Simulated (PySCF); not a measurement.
[ReF4]+ at several levels of theory

Computed with PySCF 2.14.0 (density fitting, no spin-orbit coupling) at the geometry relaxed with TPSS:

```xyz
5
[ReF4]+ (singlet)
Re    0.0000    0.0000    0.0000
F     1.7129    0.0000   -0.5433
F     0.0000    1.7129    0.5433
F    -1.7129    0.0000   -0.5433
F     0.0000   -1.7129    0.5433
```

```json
{"level": "TPSS", "basis": "Re def2-SVP with ECP60, F def2-SVP", "state": "singlet", "HOMO (eV)": "-13.62", "gap (eV)": "0.78", "charge on Re1 (e)": "1.50", "dipole about the centre of mass (D)": "0.00", "largest force component (eV/Å)": "0.02"}
{"level": "wB97X", "basis": "the same", "state": "singlet", "HOMO (eV)": "-18.03", "gap (eV)": "8.02", "charge on Re1 (e)": "1.67", "dipole about the centre of mass (D)": "0.00", "largest force component (eV/Å)": "0.86"}
{"level": "TPSS", "basis": "Re def2-TZVP with ECP60, F def2-TZVP", "state": "singlet", "HOMO (eV)": "-13.51", "gap (eV)": "0.84", "charge on Re1 (e)": "1.54", "dipole about the centre of mass (D)": "0.00", "largest force component (eV/Å)": "0.34"}
{"level": "TPSS", "basis": "Re x2c-SVPall, F x2c-SVPall", "state": "singlet", "HOMO (eV)": "-13.95", "gap (eV)": "0.69", "charge on Re1 (e)": "1.37", "dipole about the centre of mass (D)": "0.00", "largest force component (eV/Å)": "0.73"}
```

Charges are Mulliken's, which hang on the basis. The relaxation used the grid (50, 194), these runs (75, 302) or, all-electron (x2c bases, spin-free X2C Hamiltonian), (99, 590).

Q: A further run in the first row's basis gives HOMO (eV) -13.96, gap (eV) 0.95, charge on Re1 (e) 1.74, dipole about the centre of mass (D) 0.00, largest force component (eV/Å) 0.08. Which level was it?
A. TPSSh
B. M06-L
C. PBE0

A: B. The others give HOMO -15.43 eV (PBE0); -14.40 eV (TPSSh).

In the first row's basis the gap widens with exact exchange: 0.8 to 0.9 eV for TPSS, M06-L (none); 1.8 to 3.1 eV for TPSSh, PBE0 (a fixed share); 8.0 eV for wB97X (rising or full at long range).

No frequency check is given that shows the relaxed geometry to be a minimum. The gap of the closed shell is small, and it wasn't tested for a lower spin-broken solution at this geometry.

Small gap, closed shell not tested for a spin-broken solution: TPSSh, M06-L, TPSS (small-core/TZVP), TPSS (x2c-SVP).
